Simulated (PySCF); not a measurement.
Removing an electron from `CPCCP(C)C`

C5H14P2.
Structure used (PBE0-D3(BJ)/def2-SVP), in Å, numbered top down from 1:
```
atom  x, y, z in Å
C1     2.8680   -0.0036    0.8620
P2     1.6868   -1.4232    0.7297
C3     0.8028   -0.9848   -0.8599
C4    -0.0002    0.3105   -0.7712
P5    -0.9341    0.5303    0.8276
C6    -2.0257    1.9315    0.3115
C7    -2.1312   -0.8699    0.6984
H8     3.3620    0.2472   -0.0893
H9     2.3140    0.8752    1.2254
H10    3.6361   -0.2425    1.6124
H11    2.5912   -2.3597    0.1345
H12    1.5154   -0.9273   -1.6990
H13    0.1300   -1.8323   -1.0734
H14   -0.6936    0.3861   -1.6280
H15    0.6783    1.1784   -0.8400
H16   -2.7593    2.1350    1.1062
H17   -1.4175    2.8397    0.1814
H18   -2.5655    1.7271   -0.6282
H19   -1.6009   -1.8163    0.8824
H20   -2.6288   -0.9152   -0.2847
H21   -2.8990   -0.7641    1.4799
```

Level: PBE0/def2-SVPD (PySCF). Frontier orbitals with their largest atomic shares (Löwdin; up to four atoms above 4 %):

```
orbital  ε (eV)                           main atoms
 HOMO−3   -8.98   C3 24 %, C4 14 %, P2 14 %, C1 10 %
 HOMO−2   -8.79    C4 22 %, P5 19 %, C3 12 %, P2 8 %
 HOMO−1   -6.92     P2 38 %, P5 22 %, C1 8 %, C3 8 %
   HOMO   -6.05                                    ?
   LUMO    0.47  P2 16 %, H11 13 %, C3 11 %, H12 9 %
 LUMO+1    0.67    C6 12 %, C1 12 %, P2 11 %, P5 8 %
 LUMO+2    0.76     C7 16 %, C6 9 %, P2 8 %, H20 8 %
```

**Question.** What vertical ionisation energy does ΔSCF give, and how far is −ε(HOMO) from it?

**Answer.** ΔSCF: 7.72 eV (745 kJ/mol; threshold wavelength 161 nm); ⟨S²⟩ of the doublet left behind is 0.758, against 0.75 for a pure doublet. −ε(HOMO) is 6.05 eV, 1.67 eV below it. In exact Kohn–Sham theory the two would be equal; PBE0 (global hybrid, 25 % exact exchange) falls short of its own ΔSCF value by 22 %.

**Question.** On which atoms does the HOMO lie?

**Answer.** P5 (phosphine phosphorus) 39 %, P2 (phosphine phosphorus) 25 %, C6 (sp3 carbon bound to phosphorus) 7 %, C4 (sp3 carbon bound to phosphorus) 6 %, so no atom holds as much as 40 %. The HOMO−1 lies 0.87 eV lower.

**Question.** What total energies stand behind the ΔSCF value?

**Answer.** E(N) = -880.82176 Eh and E(N − 1) = -880.53789 Eh at the same geometry, 0.28387 Eh apart.

**Question.** What kinetic energy would electrons from this vertical process carry with 118.2 nm light (10.49 eV)?

**Answer.** 10.49 − 7.72 = 2.77 eV.

**Question.** How many of the 10 lowest singlet excitations (vertical TDDFT, same level) lie below the ionisation energy?

**Answer.** All 10; they run from 5.57 to 6.91 eV.

The structure is a single PBE0-D3(BJ)/def2-SVP conformer in the gas phase; no vibrational or solvent corrections.
